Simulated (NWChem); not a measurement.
# AlHSCl$_{2}$; SMILES [SH][Al]([Cl])[Cl]

```xyz
5

Al     0.0083    -0.0221     0.0000
Cl     1.5507    -1.4269     0.0000
Cl    -1.9820    -0.6628     0.0000
S      0.5013     2.0844     0.0000
H     -0.7979     2.4611     0.0000
```
Atoms are numbered in this order, from 1.

Structure relaxed at the PBE0/def2-SVP level.

Symmetry labels are those of Cs in the frame above (b1 and b2, or b-type labels, depend on it).

### Question
List the 4 lowest vertical singlet excitations from PBE/def2-SVPD, TDA (NWChem).

### Answer
```tsv
state	energy (eV)	oscillator strength	symmetry	leading excitation (squared amplitude)
S1	5.09	0.022	a"	HOMO → LUMO (0.99)
S2	5.69	0.026	a'	HOMO → LUMO+1 (0.78)
S3	6.11	0.015	a'	HOMO−1 → LUMO (0.72)
S4	6.26	0.007	a"	HOMO → LUMO+2 (0.78)
```
